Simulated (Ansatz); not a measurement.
`[CH3][GaH][NH]CF` and `FCN[SiH2]F` differ in one atom or group.

Ansatz, PBE0-D4/def2-TZVP geometries, multiplicity 1. Each molecule was computed in one conformer, which needn't be the lowest.

Scalar relativity is left out up to krypton.

```json
{"property": "HOMO energy (B3LYP/def2-TZVPP) / eV", "`[CH3][GaH][NH]CF`": "-7.35"}
{"property": "LUMO energy (B3LYP/def2-TZVPP) / eV", "`[CH3][GaH][NH]CF`": "-1.02"}
{"property": "LUMO energy (ωB97M-V/def2-TZVPP) / eV", "`[CH3][GaH][NH]CF`": "0.93"}
{"property": "size of the dipole moment (PBE/def2-TZVPP) / D", "`[CH3][GaH][NH]CF`": "1.59"}
{"property": "HOMO–LUMO gap (ωB97M-V/def2-TZVPP) / eV", "`[CH3][GaH][NH]CF`": "10.87"}
{"property": "HOMO–LUMO gap (PBE/def2-TZVPP) / eV", "`[CH3][GaH][NH]CF`": "4.72"}
```

Question: What does the change do to each property? (An estimate is asked.)

Answer: Computed: 
```csv
property,`FCN[SiH2]F`,shift
HOMO energy (B3LYP/def2-TZVPP) / eV,-8.19,-0.84
LUMO energy (B3LYP/def2-TZVPP) / eV,0.32,1.34
LUMO energy (ωB97M-V/def2-TZVPP) / eV,2.14,1.21
size of the dipole moment (PBE/def2-TZVPP) / D,2.63,1.04
HOMO–LUMO gap (ωB97M-V/def2-TZVPP) / eV,12.97,2.10
HOMO–LUMO gap (PBE/def2-TZVPP) / eV,6.74,2.02
```

With PBE0 the HOMO falls by 0.86 eV and the LUMO rises by 1.35 eV, so the gap widens by about 2.21 eV. PBE moves the HOMO by -0.73 eV and ωB97M-V by -0.90 eV. Dipoles are sizes alone; their direction can turn.

B3LYP here is the variant with VWN-RPA as its local correlation; programs differ in this.
